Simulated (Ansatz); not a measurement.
Start from `CB[CH2][GaH2]` and change one atom or group to get `CBC[SeH]`.

Ansatz, PBE0-D4/def2-TZVP geometries, multiplicity 1. Each molecule was computed in one conformer, which needn't be the lowest.

Scalar relativity is left out up to krypton.

| property | `CB[CH2][GaH2]` |
| --- | --- |
| HOMO energy (B3LYP/def2-TZVPP) / eV | -7.77 |
| LUMO energy (B3LYP/def2-TZVPP) / eV | -2.16 |
| size of the dipole moment (B3LYP/def2-TZVPP) / D | 0.76 |
| LUMO energy (PBE0/def2-TZVPP) / eV | -1.89 |
| LUMO energy (PBE/def2-TZVPP) / eV | -2.73 |
| size of the dipole moment (PBE/def2-TZVPP) / D | 0.79 |

**Question.** Give the same properties after the change, and the shifts. (An estimate is asked.)

**Answer.** The calculation gave: 
| property | `CBC[SeH]` | shift |
| --- | --- | --- |
| HOMO energy (B3LYP/def2-TZVPP) / eV | -6.98 | 0.79 |
| LUMO energy (B3LYP/def2-TZVPP) / eV | -0.64 | 1.52 |
| size of the dipole moment (B3LYP/def2-TZVPP) / D | 1.20 | 0.44 |
| LUMO energy (PBE0/def2-TZVPP) / eV | -0.39 | 1.50 |
| LUMO energy (PBE/def2-TZVPP) / eV | -1.31 | 1.42 |
| size of the dipole moment (PBE/def2-TZVPP) / D | 1.27 | 0.48 |

With PBE0 the HOMO rises by 0.78 eV and the LUMO rises by 1.50 eV, so the gap widens by about 0.72 eV. PBE moves the HOMO by 0.73 eV and ωB97M-V by 0.82 eV. Dipoles are sizes alone; their direction can turn.

B3LYP here is the variant with VWN-RPA as its local correlation; programs differ in this.

Spin–orbit coupling is left out; it splits and shifts lone-pair levels of the heavy atoms by tenths of an eV.
